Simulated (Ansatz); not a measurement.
CH5BClFSi can be A, `BC[SiH](F)Cl`, or B, `B[SiH2]C(F)Cl`.

Computed with Ansatz on PBE0-D4/def2-TZVP structures; ΔE is electronic, products minus reactants. CCSD(T)/CBS adds triple-zeta CCSD(T) − MP2 to the extrapolated MP2 energy (def2 sets, frozen cores). DFT in def2-TZVPP. B3LYP here is the variant with VWN-RPA as its local correlation; programs differ in this. One conformer a species, not always the lowest.

(1) Which is lower in electronic energy at CCSD(T)/CBS, and by how much? (Estimate.)

(2) Give E(B) − E(A) in kJ/mol with r2SCAN-D4, B2PLYP, B3LYP, CCSD/def2-TZVPP, PBE0-D4, MP2/def2-TZVPP, HF/def2-TZVPP. (Estimate.)

Largest T1 diagnostic: 0.012.

Answers

(1) Ansatz gave: A, by 460.0 kJ/mol.

(2) Computed: r2SCAN-D4 454.5, B2PLYP 456.2, B3LYP 443.0, CCSD/def2-TZVPP 456.9, PBE0-D4 443.3, MP2/def2-TZVPP 477.8, HF/def2-TZVPP 463.7. None reverses the order clearly.

From PBE to PBE0 (25 % exact exchange), in def2-TZVPP and without D4, E(B) − E(A) moves by +16.7 kJ/mol.
